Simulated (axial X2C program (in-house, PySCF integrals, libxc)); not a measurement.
**Curves of HfH by EOM-EA-CCSD**

Calculated with an in-house all-electron X2C program for linear molecules (integrals from PySCF): two-component X2C with atomic mean-field Coulomb and Gaunt terms, Gaussian nuclei, basis Hf dyall-acv3z, H dyall-av3z with contracted cores.

Energies in eV from the lowest point of the lowest state; states are followed by energy order within each Ω. Reference: HfH⁺, 12 electrons correlated in 92 virtual spinors with an MP2 remainder; levels at this size can be off by some tenths of an eV. Masses 179.947 and 1.008 u.

```csv
R (Å),(1)Ω=3/2,(1)Ω=1/2,(1)Ω=5/2,(2)Ω=3/2,(2)Ω=1/2,(3)Ω=1/2,(3)Ω=3/2
1.670,0.1306,0.2830,0.4892,0.5692,1.0826,1.7383,1.9916
1.742,0.0268,0.1798,0.3854,0.4802,0.9552,1.6657,1.9309
1.815,0.0000,0.1492,0.3594,0.4662,0.9051,1.6704,1.9454
1.897,0.0406,0.1801,0.4018,0.5195,0.9218,1.7453,2.0298
1.978,0.1400,0.2635,0.5038,0.6311,1.0037,1.8754,2.1678
2.087,0.3327,0.4350,0.7000,0.8359,1.1709,2.1019,2.4036
```

(1) Fit the curves (1)Ω=3/2, (1)Ω=1/2, (1)Ω=5/2, (2)Ω=3/2, (3)Ω=1/2, (3)Ω=3/2 near their minima.

For HfH⁺ at CCSD, and between the minima:

Re = 1.754 Å, ωe = 1910.8 cm⁻¹; removing the electron costs 6.542 eV without zero-point terms.

T1 of the reference reaches 0.026 (Lee–Taylor). Curves followed by order can swap character. Number of frozen shells: Hf 4 s, 3 p, 2 d, 1 f; H none. Roots with under 60 % one-particle weight at any point are counted in the labels but not shown, and the list ends where the roots sought for some Ω run out; states that need a further excitation are missing and may lie low or lowest. Curves with a minimum but no constants failed the fit check.

## Answers

(1) At EOM-EA-CCSD from HfH⁺ (the fit fixes ωe to about one per cent; ωe of higher roots by this method can be off by ten per cent):

| state | Te (cm⁻¹) | Re (Å) | ωe (cm⁻¹) |
| --- | --- | --- | --- |
| (1)Ω=3/2 | 0 | 1.808 | 1787.8 |
| (1)Ω=1/2 | 1210 | 1.816 | 1677.7 |
| (1)Ω=5/2 | 2900 | 1.807 | 1804.2 |
| (2)Ω=3/2 | 3740 | 1.794 | 1815.7 |
| (3)Ω=1/2 | 13390 | 1.773 | 1887.0 |
| (3)Ω=3/2 | 15560 | 1.763 | 1897.2 |
